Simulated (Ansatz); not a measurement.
Geometry optimisation, RKS r2SCAN/def2-SVP (Ansatz 0.2.0).

input.yaml

```yaml
crystal:
  periodic: [false, false, false]
  atoms:
    - { symbol: Al, position_ang: [-1.157076, 2.002405, -1.025917] }
    - { symbol: O, position_ang: [0.379975, -0.348062, 0.413031] }
    - { symbol: C, position_ang: [0.589404, -1.6269, 0.970741] }
    - { symbol: H, position_ang: [-2.367807, 1.319547, -1.767373] }
    - { symbol: H, position_ang: [-1.221574, 2.9642, 0.221125] }
    - { symbol: H, position_ang: [1.069339, -0.159265, -0.241997] }
    - { symbol: Cl, position_ang: [0.811041, 1.792, -1.988137] }
    - { symbol: H, position_ang: [0.650082, -2.42458, 0.205251] }
    - { symbol: H, position_ang: [1.509983, -1.665447, 1.587036] }
    - { symbol: H, position_ang: [-0.263368, -1.853898, 1.62634] }
basis:
  gaussian: { orbitals: def2-SVP }
hamiltonian:
  xc: r2scan
relax:
  f_tol: 0.03
  max_steps: 50
```

Command:

```bash
$ ansatz run input.yaml --threads 2 --pin off --max-ram 3072MiB --backend cpu --events-out ev --progress --plain --runs-dir out
```

**Question.** Where does it end, and by what steps?

**Answer.** It converged. After 17 steps the energy has fallen by 0.973 eV; H4 moved furthest, 1.40 Å. Joined: Al1–O2 (3.16 → 1.98 Å).

| step | energy less start (eV) | largest force component (eV/Å) | accepted |
| --- | --- | --- | --- |
| 0 | 0.0000 | 1.031 | yes |
| 1 | -0.1661 | 0.335 | yes |
| 2 | -0.3325 | 0.375 | yes |
| 3 | -0.5556 | 0.451 | yes |
| 4 | -0.7499 | 0.468 | yes |
| 5 | -0.8153 | 0.777 | yes |
| 6 | -0.8876 | 0.399 | yes |
| 7 | -0.9364 | 0.301 | yes |
| 8 | -0.9500 | 0.222 | yes |
| 9 | -0.9571 | 0.134 | yes |
| 10 | -0.9662 | 0.085 | yes |
| 11 | -0.9589 | 0.417 | no |
| 12 | -0.9589 | 0.326 | no |
| 13 | -0.9687 | 0.033 | yes |
| 14 | -0.9711 | 0.114 | yes |
| 15 | -0.9714 | 0.085 | yes |
| 16 | -0.9729 | 0.037 | yes |
| 17 | -0.9733 | 0.015 | yes |

```xyz
10
Properties=species:S:1:pos:R:3
Al -0.720 1.277 -0.620
O 0.593 0.081 0.259
C 0.285 -1.234 0.752
H -1.797 0.214 -1.116
H -1.079 2.370 0.471
H 1.381 0.084 -0.314
Cl 0.748 1.867 -2.103
H 0.030 -1.914 -0.074
H 1.140 -1.617 1.326
H -0.580 -1.128 1.418
```

Whether the end is a true minimum wasn't checked by a vibrational analysis.

Run time: 43 s on 2 threads of AMD EPYC 7B13 (Zen 3), on a shared host, peak memory 0.18 GiB.
